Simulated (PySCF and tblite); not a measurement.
Values are calculated unless marked as measured or tabulated.
Barrier and rate of a rearrangement

System: C5H8Ge, numbered as in [GeH3:1][CH:2]1[CH:3]=[CH:4][CH:5]=[CH:6]1.

Motion: shift of Ge1 from C2 to C6. The path came from a restrained scan, a climbing-image band and a saddle search at GFN2-xTB; energies are PBE0/pcSseg-1 + D3(BJ)//B3LYP-D3(BJ)/def2-SVP, thermal terms GFN2-xTB. Rate constants are transition-state-theory values, counting equivalent paths, without tunnelling. Shieldings: GIAO at the same DFT level; methyl-like tops are averaged, other torsions stay as in the two minima; line shapes leave out couplings. (PySCF 2.14 with density fitting, tblite 0.8.)

```csv
point,symmetry,E(GFN2) kcal/mol,E(DFT) kcal/mol,ZPE change kcal/mol,lowest mode cm⁻¹,dipole D
start,Cs,0.0,0.0,0.00,92,0.41
saddle,Cs,9.5,12.4,-0.73,295i,0.89
end,Cs,0.0,0.0,-0.01,92,0.41
```

| Quantity | Value |
| --- | --- |
| Electronic barrier | 12.4 kcal/mol |
| Barrier with zero-point energy | 11.7 kcal/mol |
| ΔH‡ (298 K) | 11.2 kcal/mol |
| ΔS‡ (298 K, symmetry apart) | -3.6 cal/(mol K) |
| Paths | 2 equivalent paths |
| End point | the same structure with atoms interchanged, or its mirror image |
| Mean lifetime of the start against this motion at 298 K | 83 µs |
| Cost | 2.7 min on 1 thread of Arm Neoverse V1, on a host shared with other jobs (rough), peak memory 0.85 GiB, launched as `OMP_NUM_THREADS=1 python ens_run.py task.json out` |

```csv
T/K,ΔG‡ kcal/mol,k s⁻¹
150,11.9,2.9×10⁻⁵
200,12.0,0.61
250,12.2,247
298,12.3,1.2×10⁴
350,12.4,2.5×10⁵
400,12.6,2.2×10⁶
500,12.9,4.6×10⁷
```

ΔG and ΔG‡ leave out symmetry numbers and mirror images; rates count paths: 2 out.

Sites that the motion interchanges:

```csv
nucleus,site,ppm,scale
¹³C,C2,135.8,shielding σ
¹³C,"C3, C6",41.7,shielding σ
¹³C,"C4, C5",45.8,shielding σ
¹H,H on C2,27.62,shielding σ
¹H,"H on C3, H on C6",24.48,shielding σ
¹H,"H on C4, H on C5",24.43,shielding σ
```

```csv
nucleus,sites,¹H MHz,spread Hz,coalescence K,k there s⁻¹
¹³C,"C2 / C3, C6 / C4, C5",80,1894,283,4020
¹³C,"C2 / C3, C6 / C4, C5",270,6392,300,1.4×10⁴
¹³C,"C2 / C3, C6 / C4, C5",400,9470,306,2×10⁴
¹H,"H on C2 / H on C3, H on C6 / H on C4, H on C5",80,255,258,541
¹H,"H on C2 / H on C3, H on C6 / H on C4, H on C5",270,861,273,1820
¹H,"H on C2 / H on C3, H on C6 / H on C4, H on C5",400,1276,278,2690
```

Spin–orbit effects of heavy atoms on shieldings are missing.
